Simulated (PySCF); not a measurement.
Isomers of C4H7F3Si. Method: PBE0-D3(BJ)/def2-SVP geometry optimisation, gas phase in PySCF 2.14.0. Energies are electronic, without zero-point or thermal terms, for one conformer each. No frequencies were run at this level. Point groups hold within 0.08 Å.

Task: Rank from lowest to highest electronic energy at this level (kJ/mol).
A. `[F:1][CH:2]([F:3])[C@@H:4]1[CH2:5][C@@H:6]([F:7])[SiH2:8]1` with F1–C2–C4–C5 -58°, C2–C4–C5–C6 -93°, C4–C5–C6–F7 -146°, C5–C6–Si8–C4 19°, C2–C4–Si8–C6 96°
B. `C[C@@H]1C[Si@@H]1C(F)(F)F`
C. `C[Si@@H]1C[C@@H]1C(F)(F)F`
D. `[CH2:1]=[CH:2][CH2:3][SiH2:4][C:5]([F:6])([F:7])[F:8]` with C1–C2–C3–Si4 -102°, C2–C3–Si4–C5 -176°
E. `[F:1][C:2]([F:3])=[C:4]([F:5])[CH2:6][CH2:7][SiH3:8]` with C2–C4–C6–C7 119°, C4–C6–C7–Si8 178°

Result: C (0.0), D (50.4), A (65.9), B (77.4), E (118.8).

As drawn, the lowest has a three-membered ring, which the highest lacks; the highest has a C=C bond outside aromatic rings, which the lowest lacks.

```
                       SMILES      E (Eh)  E rel (kJ/mol)  dipole (D)  point group       A, B, C (MHz)
    C[Si@@H]1C[C@@H]1C(F)(F)F  -744.64283             0.0        2.64           C1    2835, 1201, 1069
           C=CC[SiH2]C(F)(F)F  -744.62365            50.4        2.10           C1  3895, 757.8, 746.5
FC(F)[C@@H]1C[C@@H](F)[SiH2]1  -744.61775            65.9        2.20           C1    2885, 1117, 1009
    C[C@@H]1C[Si@@H]1C(F)(F)F  -744.61335            77.4        2.14           C1    2741, 1202, 1073
           FC(F)=C(F)CC[SiH3]  -744.59757           118.8        1.07           C1  3608, 693.0, 606.1
```

Task: How do the relative energies change in single points at HF/pcSseg-1 (no added dispersion term) on the same geometries?

Result: 
```csv
SMILES,PBE0-D3(BJ)/def2-SVP (kJ/mol),HF/pcSseg-1 (kJ/mol),shift
C[Si@@H]1C[C@@H]1C(F)(F)F,0.0,0.0,0.0
C=CC[SiH2]C(F)(F)F,50.4,1.5,-48.9
FC(F)[C@@H]1C[C@@H](F)[SiH2]1,65.9,53.7,-12.2
C[C@@H]1C[Si@@H]1C(F)(F)F,77.4,81.6,+4.2
FC(F)=C(F)CC[SiH3],118.8,102.8,-16.0
```

Each column counts from its own lowest isomer. The order is unchanged; the largest shift is 48.9 kJ/mol.

Task: As an exercise, what shares would exp(−E/RT) give at 2000 K from these electronic energies alone (no entropy, no degeneracies)?

Result: RT = 16.629 kJ/mol: C[Si@@H]1C[C@@H]1C(F)(F)F 92.8 %, C=CC[SiH2]C(F)(F)F 4.5 %, FC(F)[C@@H]1C[C@@H](F)[SiH2]1 1.8 %, C[C@@H]1C[Si@@H]1C(F)(F)F 0.9 %, FC(F)=C(F)CC[SiH3] 0.1 %.
